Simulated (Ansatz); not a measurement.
One change: `OB(O)F` becomes `CB(O)O`.

Ansatz, PBE0-D4/def2-TZVP geometries, multiplicity 1. Each molecule was computed in one conformer, which needn't be the lowest.

```json
{"property": "HOMO energy (PBE0/def2-TZVPP) / eV", "`OB(O)F`": "-9.74"}
{"property": "LUMO energy (ωB97M-V/def2-TZVPP) / eV", "`OB(O)F`": "1.77"}
{"property": "zero-point energy (PBE0-D4/def2-TZVP) / kJ/mol", "`OB(O)F`": "97.4"}
{"property": "LUMO energy (B3LYP/def2-TZVPP) / eV", "`OB(O)F`": "0.03"}
{"property": "size of the dipole moment (B3LYP/def2-TZVPP) / D", "`OB(O)F`": "1.88"}
{"property": "HOMO–LUMO gap (ωB97M-V/def2-TZVPP) / eV", "`OB(O)F`": "13.98"}
```

Question: Give the same properties after the change, and the shifts. (An estimate is asked.)

Answer: Ansatz gave: 
| property | `CB(O)O` | shift |
| --- | --- | --- |
| HOMO energy (PBE0/def2-TZVPP) / eV | -9.34 | 0.40 |
| LUMO energy (ωB97M-V/def2-TZVPP) / eV | 1.71 | -0.06 |
| zero-point energy (PBE0-D4/def2-TZVP) / kJ/mol | 185.4 | 88.0 |
| LUMO energy (B3LYP/def2-TZVPP) / eV | -0.07 | -0.10 |
| size of the dipole moment (B3LYP/def2-TZVPP) / D | 2.23 | 0.35 |
| HOMO–LUMO gap (ωB97M-V/def2-TZVPP) / eV | 13.54 | -0.44 |

With PBE0 the HOMO rises by 0.40 eV and the LUMO falls by 0.11 eV, so the gap narrows by about 0.51 eV. PBE moves the HOMO by 0.34 eV and ωB97M-V by 0.39 eV. The zero-point energy changes by 88.0 kJ/mol with +9 modes. Dipoles are sizes alone; their direction can turn.

B3LYP here is the variant with VWN-RPA as its local correlation; programs differ in this.
